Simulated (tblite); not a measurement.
GaO (SMILES [O]=[Ga]), doublet, at a GFN2-xTB geometry (such geometries of metal compounds can be far from the true shape); tblite 0.6.0 with GFN1-xTB.

Input for tblite:
```
$ tblite run mol.xyz --method gfn1 --charge 0 --spin 1 --spin-polarized --json tblite.json --no-restart

# file mol.xyz
2

Ga    -0.00000000    -0.00000000    -0.33770072
O      0.00000000     0.00000000     1.30859028
```

It wrote (shortened):

```
xTB calculator
 | screened Coulomb repulsion
 | Coulomb electrostatics
 |  * isotropic Klopman-Ohno-Mataga-Nishimoto electrostatics
 |  * onsite third-order electrostatics
 | DFT-D3(BJ) dispersion correction
 | Interactions (1)
 | [1] spin polarization

halogen bonding energy    0.0000000000000E+00 Eh
repulsion energy          1.9403729996381E-02 Eh
dispersion energy        -2.1458578027473E-04 Eh
interaction energy        0.0000000000000E+00 Eh
number of electrons       9.0000000000000E+00 e
integral cutoff           4.0000000000000E+01 bohr

------------------------------------------------------------
  cycle        total energy    energy error   density error
------------------------------------------------------------
      1     -5.547766320540  -5.5669555E+00   6.9149969E-01
      2     -5.921716566096  -3.7395025E-01   2.2722541E-01
      3     -5.948054682017  -2.6338116E-02   1.6627534E-01
      4     -5.922145163010   2.5909519E-02   1.7830852E-01
      5     -5.961839361967  -3.9694199E-02   1.9042194E-02
      6     -5.957901412182   3.9379498E-03   5.6623795E-02
      7     -5.962356136255  -4.4547241E-03   3.6284647E-03
      8     -5.962354894551   1.2417037E-06   1.4151106E-03
      9     -5.962356015153  -1.1206019E-06   8.7656571E-04
     10     -5.962357079181  -1.0640281E-06   5.6443448E-05
     11     -5.962357082679  -3.4978793E-09   2.6523235E-05
     12     -5.962357083689  -1.0095640E-09   1.1087803E-07
------------------------------------------------------------

electronic energy        -5.9815462279049E+00 Eh
total energy             -5.9623570836888E+00 Eh

Post processing:
 | Mayer-Wiberg bond orders

[Info] JSON dump of results written to 'tblite.json'
```
